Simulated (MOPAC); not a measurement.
Stepwise substitution at one centre (Ge H-Cl). Isolated molecules, 0 K electronic values unless said otherwise. Strings in code marks are SMILES.

Quantity: vertical ionisation energy (energy after one electron is removed minus that of the parent at the parent's geometry), in eV.

Case: `[GeH4]`. Geometry of `[GeH4]` (neutral, multiplicity 1, Å):

```xyz
5

Ge     0.0000     0.0000     0.0000
H     -0.0739     1.2723     0.8543
H     -1.2314    -0.0758    -0.9122
H      1.2712     0.0336    -0.8585
H      0.0341    -1.2301     0.9164
```

### Question
Predict the vertical ionisation energy (energy after one electron is removed minus that of the parent at the parent's geometry) from minus the HOMO energy of AM1 // PBE0-D3(BJ)/def2-TZVP (MOPAC).

### Answer
11.53 eV.
